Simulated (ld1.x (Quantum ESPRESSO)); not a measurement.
# Logarithmic derivatives: Mo (Z = 42), TM semilocal

* Element: Mo (Z = 42)
* Generator: ld1.x (Quantum ESPRESSO) 7.5
* Type: norm-conserving Troullier–Martins (semilocal form)
* Functional: PBEsol
* Relativity: scalar-relativistic
* Frozen core: [Ar] 3d10
* Valence charge: 14
* Reference configuration: 4s2 4p6 4d5 5s1 5p0
* Partial waves: 4p (bound): rc 1.10 bohr; 4d (bound): rc 2.25 bohr; 4s (bound): rc 1.40 bohr
* Local potential: the s channel
* Core correction: none

Occupied shells without a wave of their own: 5s. They enter only through the test configuration that unscreens the potential.

The phase is arctan(r·u′/u) with u = r·R(r), unwrapped; energies in Ry, scanned from -7 to 5 Ry. A pole is an energy at which the radial function vanishes at the test radius. The pseudo phase is shifted by a multiple of π to meet the all-electron one at the reference energy, and phase errors are pseudo minus all-electron; the curves can meet again beyond the range given. Levels narrower than the energy grid can be missing from the lists of poles.

```tsv
channel	radius (bohr)	reference energy (Ry)	poles, all-electron	poles, pseudo	unbroken range about the reference energy with phases within 0.05 rad	phase error 1 Ry above the reference energy (rad)
s	2.44	-4.73	-4.65, 3.67	-4.65, 3.14	below -0.5	-0.001
p	2.44	-2.83	-2.65	-2.65, 4.92	the whole range	-0.000
d	2.44	-0.28	0.44	0.45	below 2.5	+0.004
```

Phases in the p channel:

| E (Ry) | all-electron | pseudo |
| --- | --- | --- |
| -7.00 | 1.403 | 1.403 |
| -6.74 | 1.399 | 1.399 |
| -6.48 | 1.395 | 1.395 |
| -6.22 | 1.390 | 1.390 |
| -5.96 | 1.385 | 1.385 |
| -5.70 | 1.379 | 1.379 |
| -5.44 | 1.372 | 1.372 |
| -5.18 | 1.365 | 1.365 |
| -4.92 | 1.356 | 1.356 |
| -4.66 | 1.346 | 1.346 |
| -4.40 | 1.333 | 1.333 |
| -4.14 | 1.316 | 1.316 |
| -3.88 | 1.293 | 1.293 |
| -3.62 | 1.255 | 1.255 |
| -3.36 | 1.177 | 1.177 |
| -3.10 | 0.864 | 0.863 |
| -2.84 | -1.255 | -1.255 |
| -2.58 | -1.619 | -1.619 |
| -2.32 | -1.706 | -1.706 |
| -2.06 | -1.752 | -1.752 |
| -1.80 | -1.785 | -1.785 |
| -1.54 | -1.813 | -1.814 |
| -1.28 | -1.842 | -1.842 |
| -1.02 | -1.872 | -1.873 |
| -0.76 | -1.907 | -1.908 |
| -0.50 | -1.948 | -1.950 |
| -0.24 | -2.000 | -2.002 |
| 0.02 | -2.068 | -2.072 |
| 0.28 | -2.163 | -2.169 |
| 0.54 | -2.302 | -2.313 |
| 0.80 | -2.517 | -2.537 |
| 1.06 | -2.851 | -2.886 |
| 1.32 | -3.299 | -3.345 |
| 1.58 | -3.726 | -3.766 |
| 1.84 | -4.026 | -4.055 |
| 2.10 | -4.217 | -4.238 |
| 2.36 | -4.341 | -4.358 |
| 2.62 | -4.427 | -4.441 |
| 2.88 | -4.490 | -4.501 |
| 3.14 | -4.537 | -4.547 |
| 3.40 | -4.575 | -4.584 |
| 3.66 | -4.606 | -4.614 |
| 3.92 | -4.631 | -4.640 |
| 4.18 | -4.654 | -4.662 |
| 4.44 | -4.673 | -4.681 |
| 4.70 | -4.690 | -4.699 |
| 4.96 | -4.706 | -4.715 |
